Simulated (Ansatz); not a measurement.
Born–Oppenheimer molecular dynamics of a periodic cell of 14 atoms, H₉ClO₄ (contents 4 H2O + 1 HCl, density as packed 0.96 g/cm³ with natural masses). It starts from a partly relaxed structure (largest force component 0.18 eV/Å).

Level of theory: Ansatz, DFT r2SCAN-D3(BJ), scalar-relativistic, plane waves, PAW. Settings: cutoff 500 eV, k mesh 1x1x1, fermi-dirac smearing 0.05 eV, no spin polarisation.

```json
{"ensemble": "NVT, Langevin thermostat", "time step": "0.5 fs", "steps asked": "30", "set temperature": "1500 K", "friction": "0.02 /fs", "seed": "790962"}
```

First frame:

```xyz
14
Lattice="5.7297 0.0000 0.0000 0.0000 5.7297 0.0000 0.0000 0.0000 5.7297" Properties=species:S:1:pos:R:3
O 3.863 1.811 0.593
H 4.046 1.070 -0.026
H 4.730 2.109 0.900
O 4.146 5.242 4.787
H 3.636 4.493 5.116
H 3.728 5.435 3.923
O 2.997 -0.093 2.315
H 3.179 0.705 1.770
H 2.060 -0.296 2.228
O -0.141 4.335 1.733
H -1.061 4.630 1.854
H 0.006 4.346 0.778
Cl 1.264 3.175 4.307
H 0.620 3.660 3.279
```

(1) What does the run give?

(2) What happens to the structure?

(3) How do temperature and energy run in time?

Results:

(1) All steps were run.

| Property | Result |
| --- | --- |
| steps done | 30 |
| time covered | 15 fs |
| mean temperature over the second half | 1035 K |
| spread of the potential energy over the second half | 25.2 meV per atom |
| mean potential energy of the second half above the start | 86.1 meV per atom |

The mean temperature of the second half is 31 % below the set value. A run of 0.015 ps of so small a system gives no equilibrium averages. Limits of this set-up: coarse k mesh.

(2) Mean squared displacements from the first frame to the last, about the centre of mass: O 0.03 Å², H 0.25 Å², Cl 0.00 Å². The details hang on the random start.

(3) 
```
time (fs)  T (K)  potential energy less start (eV)
      0.0   1393                             0.000
      0.5   1339                             0.084
      1.0   1298                             0.313
      1.5   1155                             0.592
      2.0   1070                             0.751
      2.5   1096                             0.750
      3.0   1014                             0.704
      3.5   1053                             0.706
      4.0   1077                             0.796
      4.5   1029                             0.961
      5.0    856                             1.150
      5.5    728                             1.293
      6.0    656                             1.367
      6.5    695                             1.362
      7.0    737                             1.312
      7.5    824                             1.232
      8.0    935                             1.089
      8.5   1025                             0.918
      9.0   1072                             0.790
      9.5   1105                             0.760
     10.0   1104                             0.846
     10.5   1069                             1.007
     11.0   1049                             1.123
     11.5   1074                             1.127
     12.0   1171                             1.087
     12.5   1233                             1.109
     13.0   1155                             1.236
     13.5   1069                             1.438
     14.0    959                             1.667
     14.5    849                             1.866
     15.0    866                             1.985
```

Run time: 6.4 min on 1 thread of Arm Neoverse V2, on a shared host, peak memory 0.69 GiB.
